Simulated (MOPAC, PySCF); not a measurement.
C2H2OSi, SMILES `C#C[SiH]=O`, neutral singlet in the gas phase. 

Cartesian coordinates (Å):
SMILES: C#C[SiH]=O
```xyz
6

C      1.7434    -0.2167     0.0120
C      0.5485    -0.0513    -0.0242
Si    -1.2385     0.1759    -0.0451
O     -2.0091     0.9141    -1.1196
H      2.8008    -0.3582     0.0359
H     -1.8452    -0.4639     1.1409
```
Charge 0, spin multiplicity 1.

All levels are single points at this geometry (PBE0-D3(BJ)/def2-TZVP); Pople sets use spherical d functions. Orbital energies aren't observables, and empty levels follow the basis.

PBE0-D3(BJ)/def2-TZVP in PySCF gives HOMO (eV) = -8.32.

Estimate the HOMO (eV) from each of these levels: PBE-D3(BJ)/def2-TZVP in PySCF; B3LYP/3-21G in PySCF; B3LYP/6-311+G** in PySCF; BP86/6-31G* in PySCF; SVWN5/6-31G* in PySCF; HF/6-31G* in PySCF; PM3 in MOPAC; PM7 in MOPAC.


```tsv
level	HOMO (eV)
PBE-D3(BJ)/def2-TZVP in PySCF	-6.79
B3LYP/3-21G in PySCF	-7.71
B3LYP/6-311+G** in PySCF	-8.14
BP86/6-31G* in PySCF	-6.63
SVWN5/6-31G* in PySCF	-6.66
HF/6-31G* in PySCF	-11.56
PM3 in MOPAC	-9.98
PM7 in MOPAC	-11.35
```
